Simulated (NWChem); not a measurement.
Molecule: CH4OTe; SMILES CO[TeH]

```xyz
7

Te    -0.0062    -0.6019     0.0274
H     -0.6002    -0.6416    -1.5383
O      0.6167     1.2967    -0.0575
C     -0.3608     2.2963     0.0545
H     -0.9714     2.2076     0.9721
H      0.1751     3.2596     0.0890
H     -1.0492     2.3198    -0.8119
```
Atoms are numbered in this order, from 1.

Program: NWChem. Geometry: optimised at PBE0/def2-SVP (def2 core potentials past Kr).

Predict the results for PBE/STO-3G (all-electron, non-relativistic). Quantities: highest occupied level (eV); orbital gap (eV); dipole (D).


```yaml
highest occupied level (eV): -2.55
orbital gap (eV): 3.66
dipole (D): 1.59
```
